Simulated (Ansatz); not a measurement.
**Telling isomers of FGaH4OSi apart by their spectra**

These gas-phase data were calculated for one isomer of FGaH4OSi at PBE0-D3(BJ)/def2-SVP (harmonic, unscaled wavenumbers; equilibrium rotational constants with average atomic masses):

* rotational constants: 10.6, 1.484, 1.323 GHz
* all wavenumbers above 1500 cm⁻¹: 2272, 2272, 2033, 2024
* dipole moment: 1.75 D (PBE0/def2-TZVPD)

Candidates:

(1) `F[SiH2][O][GaH2]`, a singlet
(2) `[F][GaH][O][SiH3]`, a singlet

**Question.** Which candidate do the data belong to?

**Answer.** Candidate (1). 2 modes lie between 1700 and 2150 cm⁻¹, one for each Ga–H bond, while (2) has 1.

The same quantities for all candidates:

```tsv
	rotational constants (GHz)	wavenumbers above 1500 cm⁻¹	dipole (D)	E above the lowest, PBE0-D3(BJ)/def2-SVP (kcal/mol)
(1)	10.6, 1.484, 1.323	2272, 2272, 2033, 2024	1.75	0.0
(2)	8.591, 1.833, 1.538	2248, 2230, 2229, 2096	1.85	11.1
```

Each candidate is one conformer. Programs: Ansatz 0.2.0.
